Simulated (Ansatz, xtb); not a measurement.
**C2H4AlF: where a starting geometry ends**

The starting geometry of this gas-phase triplet was built from a drawn formula by distance geometry and a force field; its bonds are those of `[CH][CH2][AlH][F]`.

```yaml
atoms:
  - { symbol: C, position_ang: [-0.0238, 1.6183, 0.8347] }
  - { symbol: C, position_ang: [0.6197, 0.7012, -0.1568] }
  - { symbol: Al, position_ang: [-0.5080, -0.9584, -0.3076] }
  - { symbol: F, position_ang: [-2.2156, -0.8350, -0.8896] }
  - { symbol: H, position_ang: [-0.0150, 1.2225, 1.8147] }
  - { symbol: H, position_ang: [0.6564, 1.1739, -1.1730] }
  - { symbol: H, position_ang: [1.5928, 0.4474, 0.2221] }
  - { symbol: H, position_ang: [0.1231, -2.3944, 0.0361] }
```

Task: Where would you expect an optimisation with r2SCAN-D4/def2-SVP to take it?

Result: A new bond forms, giving a structure given below by its coordinates. Distances that change by over a tenth: C2–Al3 (2.01 → 2.39 Å). Contacts that close: C1–Al3 (2.86 → 1.94 Å).

The energy falls by 1.06 eV over 15 steps:

```csv
step,E − E(last) (eV)
1,1.059
3,0.469
4,0.353
6,0.205
7,0.182
9,0.109
10,0.071
12,0.004
13,0.000
15,0.000
```

Final geometry (Å):

```xyz
8

C    -0.0771    0.7232    0.8651
C     0.8408    0.8917   -0.2191
Al   -0.7081   -0.9104    0.0275
F    -1.9825   -0.7971   -1.0489
H    -0.2288    1.3631    1.7454
H     0.5873    1.4958   -1.1054
H     1.8853    0.5446   -0.1656
H    -0.0874   -2.3355    0.2814
```

From the same start GFN2-xTB reaches the same bonding as this run.

No frequencies were run, so the end isn't proven a minimum. Open shells are spin-unrestricted. The triplet needn't be the ground state. Run with Ansatz 0.2.0, 55 s on 2 threads of Intel(R) Xeon(R) Platinum 8259CL CPU @ 2.50GHz (Skylake/Cascade Lake), on a shared host.
